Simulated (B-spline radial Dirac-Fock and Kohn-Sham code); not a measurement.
# Compton profile of Ag³⁰⁺

System: silver as Ag³⁰⁺, [Ne] 3s2 3p5.

The computed values come from an atomic code on a B-spline grid: the impulse approximation on relativistic Hartree-Fock (Dirac-Fock) wave functions, averaged over the configuration. pz is in atomic units of momentum; subshell profiles are per electron, for a selection of subshells; open shells are spread over both j values by their weights.

```tsv
pz	J total	J 1s1/2	J 2s1/2	J 3p3/2
0	0.9917	0.0175	0.0618	0.0780
0.3	0.9897	0.0175	0.0617	0.0780
0.4	0.9882	0.0175	0.0617	0.0780
0.5	0.9862	0.0175	0.0616	0.0780
0.6	0.9837	0.0175	0.0615	0.0780
0.8	0.9776	0.0175	0.0612	0.0780
1	0.9696	0.0175	0.0609	0.0779
1.2	0.9601	0.0175	0.0605	0.0778
1.4	0.9488	0.0174	0.0600	0.0776
1.6	0.9361	0.0174	0.0594	0.0773
1.8	0.9218	0.0174	0.0588	0.0768
2	0.9061	0.0174	0.0581	0.0763
2.5	0.8613	0.0173	0.0561	0.0741
3	0.8100	0.0173	0.0538	0.0707
4	0.6964	0.0171	0.0484	0.0604
5	0.5823	0.0169	0.0422	0.0469
7	0.3989	0.0164	0.0297	0.0215
10	0.2533	0.0154	0.0146	0.00527
15	0.1444	0.0132	0.00349	0.00347
20	0.08213	0.0108	0.00161	0.00234
30	0.02920	0.00650	0.00140	0.000536
40	0.01247	0.00366	0.000838	0.000119
60	0.003108	0.00114	0.000222	9.66e-06
100	0.0003784	0.000155	2.38e-05	< 1e-6
```

J(0) = 0.9917. The 3p3/2 subshell gives the largest part, 26 %.

Mean momentum ⟨p⟩ by subshell (a.u.): 1s1/2 42.6, 2s1/2 15.2, 2p1/2 20.3, 2p3/2 19.4, 3s1/2 8.32, 3p1/2 9.87, 3p3/2 9.64.
